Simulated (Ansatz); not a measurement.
Consider the formal exchange of groups at a B–C bond: `C[B]([InH2])CF` + CH₄ → `C[B](C)[InH2]` + fluoromethane.

Isolated molecules relaxed with PBE0-D4/def2-TZVP in Ansatz; ΔE leaves out vibrations. CCSD(T)/CBS is the MP2 limit (def2-TZVPP, def2-QZVPP) plus CCSD(T) − MP2 in def2-TZVPP, frozen cores. This one scheme is used for every species. DFT in def2-TZVPP. Elements past krypton have def2 core potentials. For In outer-core shells are correlated without core-valence functions, which leaves a few kJ/mol of doubt a bond. One conformer a species, not always the lowest.

```tsv
level	ΔE (kJ/mol)	difference from CCSD(T)/CBS
LDA (SPW92)	22.8	5.6
PBE-D4	20.2	3.0
r2SCAN-D4	21.6	4.4
PBE0-D4	17.9	0.7
PBE-QIDH	16.2	-1.0
PBE0	17.3	0.1
CCSD/def2-SVP	21.4	4.2
MP2/def2-QZVPP	15.3	-1.9
HF/CBS(def2)	13.1	-4.1
CCSD/CBS(def2)	16.4	-0.8
CCSD(T)/CBS	17.2	0
```

Q: What do rigid-rotor, harmonic-oscillator terms from PBE0-D4/def2-TZVP frequencies (298.15 K, 1 bar) make of the CCSD(T)/CBS value? (Best estimate.)

A: Ansatz gave: ΔZPE = +3.0 kJ/mol, ΔH = +18.9 kJ/mol, ΔS = 11 J/(mol·K), ΔG = +15.6 kJ/mol.

Largest T1 diagnostic among the species: 0.013.

Leaving LDA and LC-ωPBE aside and taking each functional with its dispersion term where it has one, the values, not all of them listed here, spread over 5.6 kJ/mol, from PBE-QIDH to B97M-V. LDA lies +3.3 kJ/mol from PBE without D4. At CCSD(T), def2-SVP lies +4.8 kJ/mol from the extrapolated value and def2-TZVPP +0.0 kJ/mol.

CCSD(T)/CBS has its own doubt, a few kJ/mol and more with outer-core shells, so smaller differences from it don't rank the levels.
